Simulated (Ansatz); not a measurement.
Process, species as SMILES: Cl[C]Cl → Cl[C]Cl as doublet, charge +1 + e-
Geometries: B3LYP-D3(BJ)/def2-TZVP minima from Ansatz (a quantum-chemistry and plane-wave program). Unstable Hartree-Fock reference: Cl[C]Cl.

Wanted: adiabatic ionisation energy (electronic energy difference), in eV. Valence correlation only, unless marked. UHF or UKS for open shells. Spin-orbit coupling is left out. No relativistic terms. CBS(X,Y): correlation extrapolated as X^-3; Hartree-Fock from the larger set.

```
level               program  adiabatic ionisation energy (eV)
------------------  -------  --------------------------------
r2SCANh/def2-TZVPD   Ansatz                              8.88
```

### Question
What does CCSD(T)/CBS(cc-pV(T+d)Z,cc-pV(Q+d)Z) (Ansatz) give?

### Answer
9.27 eV
